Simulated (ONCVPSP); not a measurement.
Logarithmic derivatives: Ba, ONCV

ONCVPSP 4.0.1 input, shortened (lines: element, Z, core and valence counts, functional; n l f; lmax; l rc ep ncon nbas qcut; lloc lpopt rc5 dvloc0; l nproj debl; icmod fcfact rcfact), PBEsol, fully relativistic:

```
  Ba 56.00    9    3  -116133      upf
    1    0    2.00
    2    0    2.00
    2    1    6.00
    3    0    2.00
    3    1    6.00
    3    2   10.00
    4    0    2.00
    4    1    6.00
    4    2   10.00
    5    0    2.00
    5    1    6.00
    6    0    1.50
    2
    0    2.10    0.00    4    7    4.90
    1    2.55    0.00    5    8    6.00
    2    2.35    0.38    5    8    3.70
    4    5    1.35    0.00
    0    2    3.80
    1    3    3.50
    2    1    2.40
    3    3.50    1.80
```

Open shells are filled in proportion to 2j + 1.

In the d channel the program set the typed energies aside and used 0.050 Ha (j = l + 1/2; the other j can differ).

The phase is arctan(r·R′/R) of the radial function R(r), unwrapped; energies in Ha, scanned from -3 to 5 Ha. A pole is an energy at which the radial function vanishes at the test radius. The pseudo phase is shifted by a multiple of π to meet the all-electron one at the reference energy, and phase errors are pseudo minus all-electron; the curves can meet again beyond the range given. Levels narrower than the energy grid can be missing from the lists of poles. Where the grid stepped over a known ghost or core level, its pole and its step of π were put in at the level’s energy.

```tsv
channel	radius (bohr)	reference energy (Ha)	poles, all-electron	poles, pseudo	unbroken range about the reference energy with phases within 0.05 rad	phase error 1 Ha above the reference energy (rad)
s	2.13	-0.20	-0.62	-1.83, -0.62	above -1.8	-0.000
p3/2	2.58	-0.76	-0.35, 3.71	-0.35, 3.71	the whole range	-0.000
p1/2	2.58	-0.84	-0.48, 3.49	-0.48, 3.49	the whole range	-0.000
d5/2	2.39	0.05	1.15	1.03, 3.01	below 1.3	-0.026
d3/2	2.39	0.05	1.11	0.95, 2.97	below 1.1	-0.043
```

Note: ghosts flagged at negative energy: s at -49.9 eV; GHOST(+) flagged for p3/2 at 236.7 eV, p1/2 at 245.9 eV. A true bound ghost makes a file unfit for plane-wave use.

Phases in the p1/2 channel:

```csv
E (Ha),all-electron,pseudo
-2.98,1.343,1.343
-2.76,1.326,1.326
-2.54,1.305,1.305
-2.32,1.278,1.278
-2.10,1.241,1.240
-1.88,1.185,1.185
-1.66,1.090,1.089
-1.44,0.889,0.889
-1.22,0.289,0.289
-1.00,-0.877,-0.877
-0.78,-1.352,-1.352
-0.56,-1.531,-1.531
-0.34,-1.634,-1.634
-0.12,-1.713,-1.713
0.10,-1.792,-1.792
0.32,-1.888,-1.888
0.54,-2.033,-2.033
0.76,-2.303,-2.304
0.98,-2.884,-2.886
1.20,-3.683,-3.684
1.42,-4.132,-4.133
1.64,-4.340,-4.340
1.86,-4.453,-4.453
2.08,-4.523,-4.523
2.30,-4.573,-4.573
2.52,-4.609,-4.610
2.74,-4.639,-4.639
2.96,-4.664,-4.664
3.18,-4.685,-4.685
3.40,-4.705,-4.705
3.62,-4.723,-4.723
3.84,-4.742,-4.742
4.06,-4.760,-4.760
4.28,-4.780,-4.780
4.50,-4.803,-4.803
4.72,-4.830,-4.830
4.94,-4.865,-4.865
```
